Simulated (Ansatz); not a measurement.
`C[N]([GeH3])[InH2]` + `[AsH3]` → `[AsH2][InH2]` + `C[NH][GeH3]` at 500 K and 1 bar (ligand exchange at the In–N bond).

Program: Ansatz. Geometries: PBE0-D4/def2-TZVP. ΔE: electronic, gas phase. CBS: MP2 limit from def2 TZ/QZ plus the TZ coupled-cluster correction, frozen cores. def2 core potentials past Kr. For As, Ge, In outer-core shells are correlated without core-valence functions, which leaves a few kJ/mol of doubt a bond. Scalar relativity is left out up to krypton.

```
             species  CCSD(T)/CBS energy (Eh)  H − E (kJ/mol)  S (J/(mol·K))
`C[N]([GeH3])[InH2]`              -2363.46641           260.2          456.6
            `[AsH3]`              -2236.79077            76.6          245.1
      `[AsH2][InH2]`              -2427.20683           104.5          359.7
       `C[NH][GeH3]`              -2173.06430           241.1          362.9
```

H − E and S are ideal-gas, rigid-rotor, harmonic terms from PBE0-D4/def2-TZVP, for one conformer and one mirror image of each species. 1 Eh = 2625.50 kJ/mol, R = 8.31446 J/(mol·K).

Q: By hand: ΔE, ΔH, ΔS and ΔG.

A: ΔE = (-2427.20683) + (-2173.06430) − (-2363.46641) − (-2236.79077) = -0.01395 Eh = -36.6 kJ/mol. Δ(H − E) = 104.5 + 241.1 − 260.2 − 76.6 = 8.8, so ΔH = -27.8 kJ/mol. ΔS = 359.7 + 362.9 − 456.6 − 245.1 = 20.9 J/(mol·K). ΔG = -27.8 − 500 × (20.9)/1000 = -38.2 kJ/mol.

Q: By hand: the equilibrium constant, and the temperature at which ΔG would vanish if ΔH and ΔS stayed fixed.

A: log₁₀ K = −ΔG/(RT ln 10) = 4.0. ΔH and −TΔS have one sign here, so there is no such temperature.

TΔS isn't small against ΔH here. A doubt of 5 kJ/mol in ΔE shifts log₁₀ K by 0.5 here. Other conformers and mirror images would add mixing entropy, several J/(mol·K) or more a flexible species. These are equilibria of isolated gas molecules and say nothing of rates. Largest T1 diagnostic: 0.015 (customary marks: 0.02 for closed shells, 0.045 for open ones).
